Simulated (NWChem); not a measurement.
Species: SiH3OF; SMILES O[SiH2]F

```xyz
6

Si    -0.4328     0.0479    -0.0345
O      0.5924    -1.2340    -0.2067
F      0.3694     1.4458    -0.0795
H     -1.3520    -0.0169    -1.1876
H     -1.1376     0.0111     1.2724
H      1.1907    -1.4277     0.5282
```
Atoms are numbered in this order, from 1.

Computed with NWChem. Pople sets run with spherical d functions. Geometry: optimised at B3LYP/6-31G* (spherical d). GIAO values for the isolated, static molecule; σ is the absolute isotropic shielding, δ = σ(reference) − σ with the isolated reference molecule computed at the same levels (19F: trichlorofluoromethane, 1H: tetramethylsilane, 17O: water, 29Si: tetramethylsilane).

```json
[
 {"level": "Hartree-Fock/6-31G*", "δ Si1 (ppm)": "-22.5", "δ O2 (ppm)": "29.6", "δ F3 (ppm)": "-110.0", "δ H4 (ppm)": "4.99", "δ H5 (ppm)": "5.04", "δ H6 (ppm)": "2.54"},
 {"level": "KT2/pcSseg-1", "δ Si1 (ppm)": "___", "δ O2 (ppm)": "___", "δ F3 (ppm)": "___", "δ H4 (ppm)": "4.95", "δ H5 (ppm)": "___", "δ H6 (ppm)": "2.52"},
 {"level": "PBE/pcSseg-1", "δ Si1 (ppm)": "-21.6", "δ O2 (ppm)": "71.6", "δ F3 (ppm)": "-181.5", "δ H4 (ppm)": "5.01", "δ H5 (ppm)": "5.38", "δ H6 (ppm)": "2.52"}
]
```

Some entries are withheld; supply them.


- KT2/pcSseg-1, δ Si1 (ppm): -18.0
- KT2/pcSseg-1, δ O2 (ppm): 68.0
- KT2/pcSseg-1, δ F3 (ppm): -189.5
- KT2/pcSseg-1, δ H5 (ppm): 5.30
